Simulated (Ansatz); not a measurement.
Ansatz (a program for electronic structure) input for Sn(OH)3(OSiH3) (H6O4SiSn), SMILES [SiH3][O][Sn]([OH])([OH])[OH], r2SCAN-D4/def2-SVP. 

Ansatz 0.2 input:
```yaml
crystal:
  periodic: [false, false, false]
  atoms:
    - {symbol: O, position_ang: [0.94972042, 1.80497135, 0.92004393]}
    - {symbol: Sn, position_ang: [0.48682824, 0.23963293, -0.01252222]}
    - {symbol: O, position_ang: [1.60452576, -1.19703567, 0.46061651]}
    - {symbol: O, position_ang: [0.69836767, 0.52617102, -1.86582414]}
    - {symbol: O, position_ang: [-1.29886946, -0.14579665, 0.45894602]}
    - {symbol: Si, position_ang: [-2.47666053, -1.21105394, 0.09802802]}
    - {symbol: H, position_ang: [0.72966239, 1.79924499, 1.85398985]}
    - {symbol: H, position_ang: [1.91456440, -1.71924863, -0.28259832]}
    - {symbol: H, position_ang: [0.44275772, 1.39869127, -2.17156154]}
    - {symbol: H, position_ang: [-2.88087663, -1.03400810, -1.29615861]}
    - {symbol: H, position_ang: [-2.00425136, -2.57771404, 0.31040854]}
    - {symbol: H, position_ang: [-3.49997580, -0.80033709, 1.04938060]}
basis:
  gaussian:
    orbitals: def2-SVP
hamiltonian:
  xc: r2scan
  dispersion: d4
relax: {f_tol: 0.002, max_steps: 200}
```

Program output:

```
WARN ansatz: RAYON_NUM_THREADS=1 ignored (pool sized by the plan → 1); use --threads N
Functional definition: r2SCAN
integrals: 0.09 GiB planned
1407 factors; their error is unknown
mean field: 0.44 GiB planned
mean field evaluation 1: about -21967.0067 eV, gradient 1.0e2 eV
mean field evaluation 2: about -21921.5297 eV, gradient 1.8e2 eV
mean field evaluation 4: about -21984.7385 eV, gradient 1.1e1 eV
mean field evaluation 8: about -21984.9593 eV, gradient 3.8e-1 eV
mean field evaluation 16: about -21984.9040 eV, gradient 9.9e-4 eV
mean field -21984.90398968 eV, -807.9303197176 hartree, gradient 1.5e-5 eV, S^2 0.000000; 0 other end points of the search recorded, 0 dependent functions left out
the calculation of the forces begins
reference -21984.90400370 eV, -807.9303202328 hartree; 37, 37 occupied and 93, 93 virtual orbitals, 1407 factors
relax step   1: F+E_penalty+E_count = -21984.97623085 eV  Δ(F+E_penalty+E_count) = +0.000e0 eV  max|allowed force component| = 2.076e0 eV/Å  Δτ_max = 0.0000 Å  (29 SCF iters, accepted)
these checks for a lower state are left out or cut short: starts, cluster_reference, orbital_swaps, neighbouring_geometries, increment
integrals: 0.09 GiB planned
1407 factors; their error is unknown
mean field: 0.43 GiB planned
mean field -21985.37965756 eV, -807.9478001899 hartree, gradient 2.3e-5 eV, S^2 0.000000; 0 other end points of the search recorded, 0 dependent functions left out
the calculation of the forces begins
reference -21985.37967180 eV, -807.9478007130 hartree; 37, 37 occupied and 93, 93 virtual orbitals, 1407 factors
relax step   2: F+E_penalty+E_count = -21985.45045468 eV  Δ(F+E_penalty+E_count) = -4.742e-1 eV  max|allowed force component| = 2.774e-1 eV/Å  Δτ_max = 0.1815 Å  (29 SCF iters, accepted)
these checks for a lower state are left out or cut short: starts, cluster_reference, orbital_swaps, neighbouring_geometries, increment
integrals: 0.09 GiB planned
1407 factors; their error is unknown
mean field: 0.43 GiB planned
mean field evaluation 32: about -21985.4047 eV, gradient 2.0e-5 eV
mean field -21985.40471014 eV, -807.9487208553 hartree, gradient 2.0e-5 eV, S^2 0.000000; 0 other end points of the search recorded, 0 dependent functions left out
the calculation of the forces begins
reference -21985.40472439 eV, -807.9487213786 hartree; 37, 37 occupied and 93, 93 virtual orbitals, 1407 factors
relax step   3: F+E_penalty+E_count = -21985.47524874 eV  Δ(F+E_penalty+E_count) = -2.479e-2 eV  max|allowed force component| = 1.618e-1 eV/Å  Δτ_max = 0.0635 Å  (29 SCF iters, accepted)
these checks for a lower state are left out or cut short: starts, cluster_reference, orbital_swaps, neighbouring_geometries, increment
integrals: 0.09 GiB planned
1407 factors; their error is unknown
mean field: 0.43 GiB planned
mean field -21985.42642884 eV, -807.9495190028 hartree, gradient 1.0e-5 eV, S^2 0.000000; 0 other end points of the search recorded, 0 dependent functions left out
the calculation of the forces begins
reference -21985.42644284 eV, -807.9495195171 hartree; 37, 37 occupied and 93, 93 virtual orbitals, 1407 factors
relax step   4: F+E_penalty+E_count = -21985.49706060 eV  Δ(F+E_penalty+E_count) = -2.181e-2 eV  max|allowed force component| = 1.338e-1 eV/Å  Δτ_max = 0.1999 Å  (35 SCF iters, accepted)
these checks for a lower state are left out or cut short: starts, cluster_reference, orbital_swaps, neighbouring_geometries, increment
integrals: 0.09 GiB planned
1407 factors; their error is unknown
mean field: 0.43 GiB planned
mean field -21985.42312279 eV, -807.9493975076 hartree, gradient 6.1e-6 eV, S^2 0.000000; 0 other end points of the search recorded, 0 dependent functions left out
the calculation of the forces begins
reference -21985.42313677 eV, -807.9493980211 hartree; 37, 37 occupied and 93, 93 virtual orbitals, 1407 factors
relax step   5: F+E_penalty+E_count = -21985.49394757 eV  Δ(F+E_penalty+E_count) = +3.113e-3 eV  max|allowed force component| = 2.755e-1 eV/Å  Δτ_max = 0.0896 Å  (29 SCF iters, rejected (line search))
these checks for a lower state are left out or cut short: starts, cluster_reference, orbital_swaps, neighbouring_geometries, increment
integrals: 0.09 GiB planned
1407 factors; their error is unknown
mean field: 0.43 GiB planned
mean field -21985.42899110 eV, -807.9496131640 hartree, gradient 1.2e-5 eV, S^2 0.000000; 0 other end points of the search recorded, 0 dependent functions left out
the calculation of the forces begins
reference -21985.42900509 eV, -807.9496136779 hartree; 37, 37 occupied and 93, 93 virtual orbitals, 1407 factors
[...]
relax step  12: F+E_penalty+E_count = -21985.50251147 eV  Δ(F+E_penalty+E_count) = -3.277e-5 eV  max|allowed force component| = 9.911e-2 eV/Å  Δτ_max = 0.0368 Å  (29 SCF iters, accepted)
these checks for a lower state are left out or cut short: starts, cluster_reference, orbital_swaps, neighbouring_geometries, increment
integrals: 0.09 GiB planned
1407 factors; their error is unknown
mean field: 0.43 GiB planned
mean field -21985.43217213 eV, -807.9497300644 hartree, gradient 9.2e-6 eV, S^2 0.000000; 0 other end points of the search recorded, 0 dependent functions left out
the calculation of the forces begins
reference -21985.43218617 eV, -807.9497305807 hartree; 37, 37 occupied and 93, 93 virtual orbitals, 1407 factors
relax step  13: F+E_penalty+E_count = -21985.50268966 eV  Δ(F+E_penalty+E_count) = -1.782e-4 eV  max|allowed force component| = 3.104e-2 eV/Å  Δτ_max = 0.0095 Å  (31 SCF iters, accepted)
these checks for a lower state are left out or cut short: starts, cluster_reference, orbital_swaps, neighbouring_geometries, increment
integrals: 0.09 GiB planned
1407 factors; their error is unknown
mean field: 0.43 GiB planned
mean field -21985.43221994 eV, -807.9497318217 hartree, gradient 9.1e-6 eV, S^2 0.000000; 0 other end points of the search recorded, 0 dependent functions left out
the calculation of the forces begins
reference -21985.43223399 eV, -807.9497323380 hartree; 37, 37 occupied and 93, 93 virtual orbitals, 1407 factors
relax step  14: F+E_penalty+E_count = -21985.50274088 eV  Δ(F+E_penalty+E_count) = -5.122e-5 eV  max|allowed force component| = 2.266e-3 eV/Å  Δτ_max = 0.0071 Å  (31 SCF iters, accepted)
these checks for a lower state are left out or cut short: starts, cluster_reference, orbital_swaps, neighbouring_geometries, increment
integrals: 0.09 GiB planned
1407 factors; their error is unknown
mean field: 0.43 GiB planned
mean field -21985.43224879 eV, -807.9497328820 hartree, gradient 9.2e-6 eV, S^2 0.000000; 0 other end points of the search recorded, 0 dependent functions left out
the calculation of the forces begins
reference -21985.43226285 eV, -807.9497333984 hartree; 37, 37 occupied and 93, 93 virtual orbitals, 1407 factors
relax step  15: F+E_penalty+E_count = -21985.50276168 eV  Δ(F+E_penalty+E_count) = -2.081e-5 eV  max|allowed force component| = 5.656e-3 eV/Å  Δτ_max = 0.0112 Å  (31 SCF iters, accepted)
these checks for a lower state are left out or cut short: starts, cluster_reference, orbital_swaps, neighbouring_geometries, increment
integrals: 0.09 GiB planned
1407 factors; their error is unknown
mean field: 0.43 GiB planned
mean field -21985.43226208 eV, -807.9497333701 hartree, gradient 9.2e-6 eV, S^2 0.000000; 0 other end points of the search recorded, 0 dependent functions left out
the calculation of the forces begins
reference -21985.43227613 eV, -807.9497338864 hartree; 37, 37 occupied and 93, 93 virtual orbitals, 1407 factors
relax step  16: F+E_penalty+E_count = -21985.50276994 eV  Δ(F+E_penalty+E_count) = -8.258e-6 eV  max|allowed force component| = 4.511e-3 eV/Å  Δτ_max = 0.0097 Å  (31 SCF iters, accepted)
these checks for a lower state are left out or cut short: starts, cluster_reference, orbital_swaps, neighbouring_geometries, increment
integrals: 0.09 GiB planned
1407 factors; their error is unknown
mean field: 0.43 GiB planned
mean field evaluation 128: about -21985.4323 eV, gradient 2.0e-4 eV
mean field -21985.43226864 eV, -807.9497336112 hartree, gradient 1.3e-5 eV, S^2 0.000000; 0 other end points of the search recorded, 0 dependent functions left out
the calculation of the forces begins
reference -21985.43228269 eV, -807.9497341275 hartree; 37, 37 occupied and 93, 93 virtual orbitals, 1407 factors
relax step  17: F+E_penalty+E_count = -21985.50277687 eV  Δ(F+E_penalty+E_count) = -6.930e-6 eV  max|allowed force component| = 1.765e-3 eV/Å  Δτ_max = 0.0049 Å  (24 SCF iters, accepted)
these checks for a lower state are left out or cut short: starts, cluster_reference, orbital_swaps, neighbouring_geometries, increment
integrals: 0.09 GiB planned
1407 factors; their error is unknown
mean field: 0.43 GiB planned
mean field -21985.43227412 eV, -807.9497338126 hartree, gradient 1.5e-5 eV, S^2 0.000000; 0 other end points of the search recorded, 0 dependent functions left out
the calculation of the forces begins
reference -21985.43228816 eV, -807.9497343287 hartree; 37, 37 occupied and 93, 93 virtual orbitals, 1407 factors
relax step  18: F+E_penalty+E_count = -21985.50278417 eV  Δ(F+E_penalty+E_count) = -7.298e-6 eV  max|allowed force component| = 3.203e-3 eV/Å  Δτ_max = 0.0058 Å  (24 SCF iters, accepted)
these checks for a lower state are left out or cut short: starts, cluster_reference, orbital_swaps, neighbouring_geometries, increment
integrals: 0.09 GiB planned
1407 factors; their error is unknown
mean field: 0.43 GiB planned
mean field -21985.43227444 eV, -807.9497338243 hartree, gradient 9.4e-6 eV, S^2 0.000000; 0 other end points of the search recorded, 0 dependent functions left out
the calculation of the forces begins
reference -21985.43228847 eV, -807.9497343401 hartree; 37, 37 occupied and 93, 93 virtual orbitals, 1407 factors
relax step  19: F+E_penalty+E_count = -21985.50278734 eV  Δ(F+E_penalty+E_count) = -3.171e-6 eV  max|allowed force component| = 2.017e-3 eV/Å  Δτ_max = 0.0086 Å  (31 SCF iters, accepted)
these checks for a lower state are left out or cut short: starts, cluster_reference, orbital_swaps, neighbouring_geometries, increment
integrals: 0.09 GiB planned
1407 factors; their error is unknown
mean field: 0.43 GiB planned
mean field -21985.43227188 eV, -807.9497337303 hartree, gradient 6.5e-6 eV, S^2 0.000000; 0 other end points of the search recorded, 0 dependent functions left out
the calculation of the forces begins
reference -21985.43228591 eV, -807.9497342461 hartree; 37, 37 occupied and 93, 93 virtual orbitals, 1407 factors
relax step  20: F+E_penalty+E_count = -21985.50278805 eV  Δ(F+E_penalty+E_count) = -7.059e-7 eV  max|allowed force component| = 1.367e-3 eV/Å  Δτ_max = 0.0017 Å  (23 SCF iters, accepted)
integrals: 0.09 GiB planned
1407 factors; their error is unknown
mean field: 0.43 GiB planned
mean field evaluation 160: about -21985.4880 eV, gradient 3.6e-1 eV
mean field -21985.43227188 eV, -807.9497337303 hartree, gradient 6.5e-6 eV, S^2 0.000000; 1 other end points of the search recorded, 0 dependent functions left out
the calculation of the forces begins
reference -21985.43228591 eV, -807.9497342461 hartree; 37, 37 occupied and 93, 93 virtual orbitals, 1407 factors
Total energy: -21985.50280208 eV, -807.9523256675 hartree
Atom 0 at     1.097328     1.796219     0.952584 Å, force     0.000152     0.000066     0.000126 eV/Å
Atom 1 at     0.504753     0.211220    -0.059105 Å, force    -0.000601     0.001013     0.000510 eV/Å
Atom 2 at     1.430862    -1.477864     0.344561 Å, force     0.000359     0.000493    -0.000767 eV/Å
Atom 3 at     0.799205     0.573082    -1.974594 Å, force     0.000196    -0.000496     0.000562 eV/Å
Atom 4 at    -1.368434    -0.045380     0.473735 Å, force    -0.000980    -0.001176    -0.000254 eV/Å
Atom 5 at    -2.536089    -1.195043     0.174879 Å, force     0.001367     0.000605    -0.000420 eV/Å
Atom 6 at     0.542665     1.909814     1.739701 Å, force     0.000227    -0.000346    -0.000626 eV/Å
Atom 7 at     2.192808    -1.589617    -0.244050 Å, force     0.000092    -0.000425     0.000262 eV/Å
Atom 8 at     0.720100     1.521837    -2.156287 Å, force    -0.000023     0.000184     0.000125 eV/Å
Atom 9 at    -3.078492    -1.057586    -1.211958 Å, force    -0.000592     0.000291    -0.000063 eV/Å
Atom 10 at    -1.995129    -2.579364     0.332757 Å, force    -0.000156    -0.000237     0.000631 eV/Å
Atom 11 at    -3.643785    -0.983799     1.150525 Å, force    -0.000041     0.000026    -0.000086 eV/Å
Dipole moment:     0.077850     0.215074    -0.042772 e Å
```

The calculation finished and met its thresholds.
